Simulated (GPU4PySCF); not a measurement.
C9H21Sb. Atoms are numbered in the order given.

```xyz
31

Sb     0.0844     0.0757     0.7782
C     -1.5939    -0.9276    -0.2880
C     -2.0729    -2.0935     0.5794
C     -1.3605    -1.3667    -1.7298
H     -2.3659    -0.1389    -0.2749
H     -2.9874    -2.5449     0.1564
H     -1.3144    -2.8903     0.6355
H     -2.2972    -1.7807     1.6095
H     -1.0681    -0.5359    -2.3836
H     -2.2836    -1.8078    -2.1470
H     -0.5810    -2.1395    -1.7966
C      1.8860    -0.7037    -0.2666
C      2.0747    -0.3055    -1.7264
C      1.9865    -2.2143    -0.0539
H      2.6779    -0.2190     0.3305
H      3.0505    -0.6673    -2.0975
H      1.3019    -0.7401    -2.3750
H      2.0583     0.7845    -1.8649
H      1.8924    -2.4897     1.0074
H      2.9584    -2.5961    -0.4120
H      1.2045    -2.7557    -0.6072
C     -0.0040     2.0826    -0.1783
C     -0.6866     3.0458     0.7938
C     -0.6497     2.1349    -1.5584
H      1.0616     2.3556    -0.2641
H     -0.6733     4.0768     0.3991
H     -1.7430     2.7743     0.9510
H     -0.2002     3.0555     1.7799
H     -0.1236     1.5127    -2.2941
H     -0.6523     3.1708    -1.9422
H     -1.6991     1.8040    -1.5270
```
Charge 0, spin multiplicity 1.

Geometry optimised at PBE-D3(BJ)/def2-TZVP. The isomer is the one that the SMILES or the coordinates give; other isomers of the formula were not compared. The def2 effective core potentials stand for the cores of Sb; spin–orbit coupling is left out. Other conformers were not sampled.

Calculation: PBE-D3(BJ)/def2-TZVP (GPU4PySCF).

Frequencies are harmonic and unscaled.

Computed vibrational spectrum:
```json
[
 {"mode": "1", "ν (cm⁻¹)": "42", "IR (km/mol)": "0.0", "moving atoms (share of kinetic energy)": "C 63 %, H 30 %"},
 {"mode": "2", "ν (cm⁻¹)": "52", "IR (km/mol)": "0.0", "moving atoms (share of kinetic energy)": "C 65 %, H 31 %"},
 {"mode": "3", "ν (cm⁻¹)": "80", "IR (km/mol)": "0.0", "moving atoms (share of kinetic energy)": "C 66 %, H 31 %"},
 {"mode": "4", "ν (cm⁻¹)": "101", "IR (km/mol)": "0.1", "moving atoms (share of kinetic energy)": "C 64 %, H 27 %, Sb 9 %"},
 {"mode": "5", "ν (cm⁻¹)": "121", "IR (km/mol)": "0.1", "moving atoms (share of kinetic energy)": "C 64 %, H 27 %, Sb 9 %"},
 {"mode": "6", "ν (cm⁻¹)": "134", "IR (km/mol)": "0.2", "moving atoms (share of kinetic energy)": "C 59 %, H 24 %, Sb 17 %"},
 {"mode": "7", "ν (cm⁻¹)": "192", "IR (km/mol)": "0.3", "moving atoms (share of kinetic energy)": "C 56 %, H 40 %"},
 {"mode": "8", "ν (cm⁻¹)": "209", "IR (km/mol)": "0.0", "moving atoms (share of kinetic energy)": "C 64 %, H 34 %"},
 {"mode": "9", "ν (cm⁻¹)": "212", "IR (km/mol)": "0.1", "moving atoms (share of kinetic energy)": "C 52 %, H 44 %"},
 {"mode": "10", "ν (cm⁻¹)": "230", "IR (km/mol)": "0.1", "moving atoms (share of kinetic energy)": "H 88 %, C 10 %"},
 {"mode": "11", "ν (cm⁻¹)": "232", "IR (km/mol)": "0.2", "moving atoms (share of kinetic energy)": "C 49 %, H 49 %"},
 {"mode": "12", "ν (cm⁻¹)": "237", "IR (km/mol)": "0.0", "moving atoms (share of kinetic energy)": "H 86 %, C 13 %"},
 {"mode": "13", "ν (cm⁻¹)": "239", "IR (km/mol)": "0.4", "moving atoms (share of kinetic energy)": "H 77 %, C 19 %"},
 {"mode": "14", "ν (cm⁻¹)": "247", "IR (km/mol)": "0.5", "moving atoms (share of kinetic energy)": "H 77 %, C 17 %"},
 {"mode": "15", "ν (cm⁻¹)": "252", "IR (km/mol)": "1.1", "moving atoms (share of kinetic energy)": "H 56 %, C 35 %, Sb 10 %"},
 {"mode": "16", "ν (cm⁻¹)": "263", "IR (km/mol)": "1.8", "moving atoms (share of kinetic energy)": "H 72 %, C 18 %, Sb 10 %"},
 {"mode": "17", "ν (cm⁻¹)": "274", "IR (km/mol)": "0.9", "moving atoms (share of kinetic energy)": "H 79 %, C 17 %"},
 {"mode": "18", "ν (cm⁻¹)": "292", "IR (km/mol)": "3.4", "moving atoms (share of kinetic energy)": "C 48 %, H 32 %, Sb 20 %"},
 {"mode": "19", "ν (cm⁻¹)": "369", "IR (km/mol)": "1.8", "moving atoms (share of kinetic energy)": "C 58 %, H 41 %"},
 {"mode": "20", "ν (cm⁻¹)": "386", "IR (km/mol)": "1.6", "moving atoms (share of kinetic energy)": "C 59 %, H 41 %"},
 {"mode": "21", "ν (cm⁻¹)": "398", "IR (km/mol)": "2.6", "moving atoms (share of kinetic energy)": "C 58 %, H 39 %"},
 {"mode": "22", "ν (cm⁻¹)": "456", "IR (km/mol)": "5.4", "moving atoms (share of kinetic energy)": "C 62 %, H 30 %"},
 {"mode": "23", "ν (cm⁻¹)": "462", "IR (km/mol)": "1.5", "moving atoms (share of kinetic energy)": "C 66 %, H 32 %"},
 {"mode": "24", "ν (cm⁻¹)": "472", "IR (km/mol)": "7.3", "moving atoms (share of kinetic energy)": "C 63 %, H 31 %"},
 {"mode": "25", "ν (cm⁻¹)": "869", "IR (km/mol)": "3.9", "moving atoms (share of kinetic energy)": "C 67 %, H 33 %"},
 {"mode": "26", "ν (cm⁻¹)": "872", "IR (km/mol)": "4.4", "moving atoms (share of kinetic energy)": "C 67 %, H 33 %"},
 {"mode": "27", "ν (cm⁻¹)": "873", "IR (km/mol)": "4.4", "moving atoms (share of kinetic energy)": "C 66 %, H 33 %"},
 {"mode": "28", "ν (cm⁻¹)": "894", "IR (km/mol)": "2.6", "moving atoms (share of kinetic energy)": "H 87 %, C 13 %"},
 {"mode": "29", "ν (cm⁻¹)": "896", "IR (km/mol)": "1.2", "moving atoms (share of kinetic energy)": "H 88 %, C 12 %"},
 {"mode": "30", "ν (cm⁻¹)": "897", "IR (km/mol)": "0.3", "moving atoms (share of kinetic energy)": "H 87 %, C 13 %"},
 {"mode": "31", "ν (cm⁻¹)": "945", "IR (km/mol)": "0.4", "moving atoms (share of kinetic energy)": "H 73 %, C 27 %"},
 {"mode": "32", "ν (cm⁻¹)": "945", "IR (km/mol)": "0.2", "moving atoms (share of kinetic energy)": "H 74 %, C 26 %"},
 {"mode": "33", "ν (cm⁻¹)": "947", "IR (km/mol)": "1.0", "moving atoms (share of kinetic energy)": "H 72 %, C 28 %"},
 {"mode": "34", "ν (cm⁻¹)": "955", "IR (km/mol)": "8.2", "moving atoms (share of kinetic energy)": "H 88 %, C 12 %"},
 {"mode": "35", "ν (cm⁻¹)": "972", "IR (km/mol)": "5.1", "moving atoms (share of kinetic energy)": "H 85 %, C 15 %"},
 {"mode": "36", "ν (cm⁻¹)": "993", "IR (km/mol)": "16.7", "moving atoms (share of kinetic energy)": "H 84 %, C 16 %"},
 {"mode": "37", "ν (cm⁻¹)": "1085", "IR (km/mol)": "1.1", "moving atoms (share of kinetic energy)": "C 70 %, H 30 %"},
 {"mode": "38", "ν (cm⁻¹)": "1091", "IR (km/mol)": "2.5", "moving atoms (share of kinetic energy)": "C 69 %, H 31 %"},
 {"mode": "39", "ν (cm⁻¹)": "1096", "IR (km/mol)": "3.2", "moving atoms (share of kinetic energy)": "C 69 %, H 31 %"},
 {"mode": "40", "ν (cm⁻¹)": "1135", "IR (km/mol)": "14.5", "moving atoms (share of kinetic energy)": "C 53 %, H 47 %"},
 {"mode": "41", "ν (cm⁻¹)": "1136", "IR (km/mol)": "14.7", "moving atoms (share of kinetic energy)": "C 53 %, H 47 %"},
 {"mode": "42", "ν (cm⁻¹)": "1140", "IR (km/mol)": "2.1", "moving atoms (share of kinetic energy)": "C 54 %, H 46 %"},
 {"mode": "43", "ν (cm⁻¹)": "1178", "IR (km/mol)": "12.3", "moving atoms (share of kinetic energy)": "H 68 %, C 32 %"},
 {"mode": "44", "ν (cm⁻¹)": "1182", "IR (km/mol)": "12.6", "moving atoms (share of kinetic energy)": "H 68 %, C 32 %"},
 {"mode": "45", "ν (cm⁻¹)": "1193", "IR (km/mol)": "5.2", "moving atoms (share of kinetic energy)": "H 71 %, C 29 %"},
 {"mode": "46", "ν (cm⁻¹)": "1289", "IR (km/mol)": "0.7", "moving atoms (share of kinetic energy)": "H 74 %, C 26 %"},
 {"mode": "47", "ν (cm⁻¹)": "1291", "IR (km/mol)": "0.2", "moving atoms (share of kinetic energy)": "H 74 %, C 26 %"},
 {"mode": "48", "ν (cm⁻¹)": "1298", "IR (km/mol)": "0.4", "moving atoms (share of kinetic energy)": "H 75 %, C 25 %"},
 {"mode": "49", "ν (cm⁻¹)": "1343", "IR (km/mol)": "4.0", "moving atoms (share of kinetic energy)": "H 81 %, C 19 %"},
 {"mode": "50", "ν (cm⁻¹)": "1345", "IR (km/mol)": "1.5", "moving atoms (share of kinetic energy)": "H 81 %, C 19 %"},
 {"mode": "51", "ν (cm⁻¹)": "1347", "IR (km/mol)": "8.9", "moving atoms (share of kinetic energy)": "H 81 %, C 19 %"},
 {"mode": "52", "ν (cm⁻¹)": "1360", "IR (km/mol)": "2.2", "moving atoms (share of kinetic energy)": "H 81 %, C 19 %"},
 {"mode": "53", "ν (cm⁻¹)": "1365", "IR (km/mol)": "2.9", "moving atoms (share of kinetic energy)": "H 81 %, C 19 %"},
 {"mode": "54", "ν (cm⁻¹)": "1367", "IR (km/mol)": "2.6", "moving atoms (share of kinetic energy)": "H 81 %, C 19 %"},
 {"mode": "55", "ν (cm⁻¹)": "1426", "IR (km/mol)": "0.3", "moving atoms (share of kinetic energy)": "H 96 %"},
 {"mode": "56", "ν (cm⁻¹)": "1430", "IR (km/mol)": "1.6", "moving atoms (share of kinetic energy)": "H 97 %"},
 {"mode": "57", "ν (cm⁻¹)": "1431", "IR (km/mol)": "0.4", "moving atoms (share of kinetic energy)": "H 96 %"},
 {"mode": "58", "ν (cm⁻¹)": "1436", "IR (km/mol)": "6.5", "moving atoms (share of kinetic energy)": "H 96 %"},
 {"mode": "59", "ν (cm⁻¹)": "1438", "IR (km/mol)": "5.5", "moving atoms (share of kinetic energy)": "H 96 %"},
 {"mode": "60", "ν (cm⁻¹)": "1440", "IR (km/mol)": "1.7", "moving atoms (share of kinetic energy)": "H 96 %"},
 {"mode": "61", "ν (cm⁻¹)": "1446", "IR (km/mol)": "6.9", "moving atoms (share of kinetic energy)": "H 96 %"},
 {"mode": "62", "ν (cm⁻¹)": "1448", "IR (km/mol)": "7.6", "moving atoms (share of kinetic energy)": "H 97 %"},
 {"mode": "63", "ν (cm⁻¹)": "1452", "IR (km/mol)": "6.3", "moving atoms (share of kinetic energy)": "H 96 %"},
 {"mode": "64", "ν (cm⁻¹)": "1453", "IR (km/mol)": "11.6", "moving atoms (share of kinetic energy)": "H 96 %"},
 {"mode": "65", "ν (cm⁻¹)": "1455", "IR (km/mol)": "8.9", "moving atoms (share of kinetic energy)": "H 96 %"},
 {"mode": "66", "ν (cm⁻¹)": "1456", "IR (km/mol)": "4.2", "moving atoms (share of kinetic energy)": "H 96 %"},
 {"mode": "67", "ν (cm⁻¹)": "2937", "IR (km/mol)": "11.0", "moving atoms (share of kinetic energy)": "H 96 %"},
 {"mode": "68", "ν (cm⁻¹)": "2937", "IR (km/mol)": "36.6", "moving atoms (share of kinetic energy)": "H 96 %"},
 {"mode": "69", "ν (cm⁻¹)": "2938", "IR (km/mol)": "89.0", "moving atoms (share of kinetic energy)": "H 96 %"},
 {"mode": "70", "ν (cm⁻¹)": "2939", "IR (km/mol)": "123.8", "moving atoms (share of kinetic energy)": "H 97 %"},
 {"mode": "71", "ν (cm⁻¹)": "2940", "IR (km/mol)": "49.6", "moving atoms (share of kinetic energy)": "H 96 %"},
 {"mode": "72", "ν (cm⁻¹)": "2942", "IR (km/mol)": "47.6", "moving atoms (share of kinetic energy)": "H 96 %"},
 {"mode": "73", "ν (cm⁻¹)": "2947", "IR (km/mol)": "13.7", "moving atoms (share of kinetic energy)": "H 93 %"},
 {"mode": "74", "ν (cm⁻¹)": "2949", "IR (km/mol)": "17.5", "moving atoms (share of kinetic energy)": "H 93 %"},
 {"mode": "75", "ν (cm⁻¹)": "2954", "IR (km/mol)": "7.6", "moving atoms (share of kinetic energy)": "H 93 %"},
 {"mode": "76", "ν (cm⁻¹)": "2998", "IR (km/mol)": "15.0", "moving atoms (share of kinetic energy)": "H 91 %, C 9 %"},
 {"mode": "77", "ν (cm⁻¹)": "3002", "IR (km/mol)": "26.4", "moving atoms (share of kinetic energy)": "H 91 %, C 9 %"},
 {"mode": "78", "ν (cm⁻¹)": "3003", "IR (km/mol)": "43.0", "moving atoms (share of kinetic energy)": "H 92 %, C 8 %"},
 {"mode": "79", "ν (cm⁻¹)": "3005", "IR (km/mol)": "26.0", "moving atoms (share of kinetic energy)": "H 91 %, C 9 %"},
 {"mode": "80", "ν (cm⁻¹)": "3012", "IR (km/mol)": "38.9", "moving atoms (share of kinetic energy)": "H 92 %"},
 {"mode": "81", "ν (cm⁻¹)": "3015", "IR (km/mol)": "6.5", "moving atoms (share of kinetic energy)": "H 92 %"},
 {"mode": "82", "ν (cm⁻¹)": "3030", "IR (km/mol)": "13.1", "moving atoms (share of kinetic energy)": "H 91 %, C 9 %"},
 {"mode": "83", "ν (cm⁻¹)": "3031", "IR (km/mol)": "22.8", "moving atoms (share of kinetic energy)": "H 91 %, C 9 %"},
 {"mode": "84", "ν (cm⁻¹)": "3032", "IR (km/mol)": "22.5", "moving atoms (share of kinetic energy)": "H 91 %, C 9 %"},
 {"mode": "85", "ν (cm⁻¹)": "3049", "IR (km/mol)": "23.3", "moving atoms (share of kinetic energy)": "H 91 %, C 9 %"},
 {"mode": "86", "ν (cm⁻¹)": "3052", "IR (km/mol)": "16.3", "moving atoms (share of kinetic energy)": "H 91 %, C 9 %"},
 {"mode": "87", "ν (cm⁻¹)": "3060", "IR (km/mol)": "14.8", "moving atoms (share of kinetic energy)": "H 91 %, C 9 %"}
]
```
